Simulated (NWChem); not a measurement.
GeH4O; SMILES [GeH3][OH]

Computed with NWChem. Medium grid unless said otherwise, to which SCAN and Minnesota functionals are sensitive. All runs use the structure optimised with PBE0/def2-SVP.

Task: Order these by “highest occupied level (eV)”, lowest first: PBE/def2-SVP; r2SCAN/def2-SVP; B3LYP/def2-SVP; BHandHLYP/def2-SVP.

Result: BHandHLYP/def2-SVP (-9.77), B3LYP/def2-SVP (-7.94), r2SCAN/def2-SVP (-6.98), PBE/def2-SVP (-6.55)
